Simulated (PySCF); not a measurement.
Re⁶³⁺: ionisation energy

Re⁶³⁺ [Ne] 3s2 → Re⁶⁴⁺ [Ne] 3s1 [3s1/2^1, M_J = 1/2], as a difference of total energies. Calculation: PySCF 2.14, in an uncontracted even-tempered set (17 s from 21 bohr⁻², ratio 2.4; 14 p from 27 bohr⁻², ratio 2.4; 4 d from 87 bohr⁻², ratio 2.6; 4 f from 130 bohr⁻², ratio 2.6); the two-component X2C-1e Hamiltonian. Correlated levels: 1s2 frozen; the 46 highest virtual spinors dropped. "Screened" scales the spin-orbit matrix elements by Boettger's factors to mimic the two-electron term; Breit and QED terms are absent.

| method | ionisation energy (eV) |
| --- | --- |
| GHF (spin-free) | 7236.9 |
| GMP2 (spin-free) | 7240.3 |
| GHF (screened spin-orbit) | 7236.2 |
| GMP2 (screened spin-orbit) | 7240.1 |

Q: How much does correlation contribute at GMP2 (screened spin-orbit)?

A: 7240.1 − (7236.2) = 3.9 eV, measured against GHF (screened spin-orbit).

Breit and QED terms and the two-electron picture change are absent.

For comparison: 7230 ± 19 eV (theoretical estimate listed by NIST; NIST Atomic Spectra Database, ionization energies).
